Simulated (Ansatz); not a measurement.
Geometry optimisation, Ansatz 0.2.0, RKS PBE/def2-SVP.

Input:

```yaml
crystal:
  periodic: [false, false, false]
  atoms:
    - { symbol: Ga, position_ang: [0.0, 0.0, 0.0] }
    - { symbol: "N", position_ang: [0.0, 0.0, 2.28] }
    - { symbol: H, position_ang: [-0.877, -0.2713, 2.81] }
    - { symbol: H, position_ang: [0.877, 0.2713, 2.81] }
    - { symbol: O, position_ang: [1.5501, 0.0, -0.895] }
    - { symbol: H, position_ang: [1.85, -0.9519, -1.0499] }
    - { symbol: O, position_ang: [-1.5501, 0.0, -0.895] }
    - { symbol: H, position_ang: [-2.0598, -0.8467, -0.6865] }
    - { symbol: S, position_ang: [-0.3214, 2.4176, 0.8104] }
    - { symbol: H, position_ang: [-1.6226, 2.8408, 0.5138] }
    - { symbol: H, position_ang: [-0.1704, 1.2817, 2.0261] }
basis:
  gaussian: { orbitals: def2-SVP }
hamiltonian:
  xc: pbe
relax:
  f_tol: 0.15
  max_steps: 25
  restrain:
    - { distance: [0, 8], at: 2.27, k: 30.0 }
    - { distance: [10, 1], at: 1.06, k: 30.0 }
    - { distance: [0, 1], at: 3.13, k: 30.0 }
    - { distance: [10, 8], at: 2.6, k: 30.0 }
```

Run as:

```bash
$ ansatz run input.yaml --threads 4 --pin off --max-ram 5120MiB --backend cpu --events-out ev --progress --plain --runs-dir out
```

Task: Where does it end, and by what steps?

Result: The run converged. The restraints hold the end off the free minimum; the threshold counts their pulls, which the force column leaves out. Restrained pairs: Ga1–S9 (2.57 → 2.26 Å), N2–H11 (1.32 → 1.05 Å), Ga1–N2 (2.28 → 3.11 Å), S9–H11 (1.67 → 2.60 Å). After 9 steps the energy has fallen by 1.671 eV (the restraints' own energy left out); Ga1 moved furthest, 0.76 Å.

```json
{"step": "0", "energy less start (eV)": "0.0000", "largest force component (eV/Å)": "2.328", "accepted": "yes"}
{"step": "1", "energy less start (eV)": "-0.3304", "largest force component (eV/Å)": "3.343", "accepted": "yes"}
{"step": "2", "energy less start (eV)": "-0.5198", "largest force component (eV/Å)": "3.204", "accepted": "yes"}
{"step": "3", "energy less start (eV)": "-0.8580", "largest force component (eV/Å)": "2.582", "accepted": "yes"}
{"step": "4", "energy less start (eV)": "-1.3231", "largest force component (eV/Å)": "2.465", "accepted": "yes"}
{"step": "5", "energy less start (eV)": "-1.4644", "largest force component (eV/Å)": "1.721", "accepted": "yes"}
{"step": "6", "energy less start (eV)": "-1.5618", "largest force component (eV/Å)": "1.107", "accepted": "yes"}
{"step": "7", "energy less start (eV)": "-1.6577", "largest force component (eV/Å)": "0.778", "accepted": "yes"}
{"step": "8", "energy less start (eV)": "-1.6662", "largest force component (eV/Å)": "0.747", "accepted": "yes"}
{"step": "9", "energy less start (eV)": "-1.6706", "largest force component (eV/Å)": "0.617", "accepted": "yes"}
```

```xyz
11
Properties=species:S:1:pos:R:3
Ga -0.120 0.600 -0.453
N -0.074 0.089 2.618
H -0.829 -0.115 3.284
H 0.814 -0.115 3.092
O 1.521 -0.041 -0.837
H 1.481 -0.890 -1.314
O -1.692 -0.145 -0.939
H -1.625 -1.116 -0.986
S -0.176 2.700 0.372
H -1.536 2.655 0.445
H -0.087 1.119 2.440
```

The run took 9.9 s on 4 threads of INTEL(R) XEON(R) PLATINUM 8581C CPU @ 2.10GHz (Emerald Rapids) (shared host), peak memory 0.2 GiB.
